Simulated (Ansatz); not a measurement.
A run for Ansatz (a first-principles code): R-PBE/def2-TZVPPD on CH5NOSi (a complex), monomers drawn apart or pushed together. Files ending in .json are basis or fitting sets from the Basis Set Exchange.

Ansatz 0.2 input:
```yaml
crystal:
  periodic: [false, false, false]
  atoms:
    - {symbol: C, position_ang: [-1.24173655, 1.04102897, 0.17973314]}
    - {symbol: N, position_ang: [-1.98824096, 1.38178261, -0.62158182]}
    - {symbol: H, position_ang: [-0.54110061, 0.72179297, 0.93158787]}
    - {symbol: O, position_ang: [1.51794953, -0.53378828, 3.65520241]}
    - {symbol: Si, position_ang: [1.07891587, -1.45863696, 4.96906285]}
    - {symbol: H, position_ang: [2.43731129, -0.26674413, 3.57228064]}
    - {symbol: H, position_ang: [1.82265764, -2.73910836, 4.98379497]}
    - {symbol: H, position_ang: [-0.36593412, -1.69691586, 4.79743219]}
    - {symbol: H, position_ang: [1.34300519, -0.73558861, 6.23413610]}
basis:
  gaussian:
    orbitals: def2-TZVPPD.json
hamiltonian:
  xc: {name: PBE}
scf: {lower_state_search: off}
```

Program output:

```
Functional definition: PBE
[...]
these checks for a lower state are left out or cut short: stability, starts, cluster_reference, orbital_swaps, neighbouring_geometries, increment
integrals: 0.14 GiB planned
1137 factors; their error is unknown
mean field: 1.00 GiB planned
mean field evaluation 1: about -12514.8972 eV, gradient 7.7e1 eV
mean field evaluation 2: about -12466.4484 eV, gradient 1.7e2 eV
mean field evaluation 4: about -12524.5328 eV, gradient 2.4e1 eV
mean field evaluation 8: about -12525.6212 eV, gradient 1.9e-1 eV
mean field evaluation 16: about -12525.5977 eV, gradient 1.6e-4 eV
mean field -12525.59771869 eV, -460.3072260068 hartree, gradient 1.3e-6 eV, S^2 0.000000; 0 other end points of the search recorded, 0 dependent functions left out
reference -12525.59777751 eV, -460.3072281683 hartree; 20, 20 occupied and 227, 227 virtual orbitals, 1137 factors
Total energy: -12525.59777751 eV, -460.3072281683 hartree
Checks for a lower state left out: stability, starts, cluster_reference, orbital_swaps, neighbouring_geometries, increment
```

The run converged.

Cost: about 2.9 core-seconds (a rough figure).
